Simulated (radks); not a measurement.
Question: The bromine ion Br5+ is in [Ar] 3d10 4s2. Calculated with a radial shooting solver on a logarithmic mesh with Libxc functionals: scalar-relativistic Kohn-Sham, LDA (Slater exchange, Perdew-Wang correlation), spin-polarised, spherical densities, finite nucleus; Fermi nuclear charge, rms radius of each element as measured or else 0.836 A^(1/3) + 0.57 fm. Open shells are filled with parallel spins first. One electron is removed from 3s, 3d, 4s, 3p in turn, with full relaxation. Which removal costs least, and what does each cost?

Answer: 4s 88.467 eV; 3d 153.09 eV; 3p 259.77 eV; 3s 324.01 eV. The 4s electron leaves first.
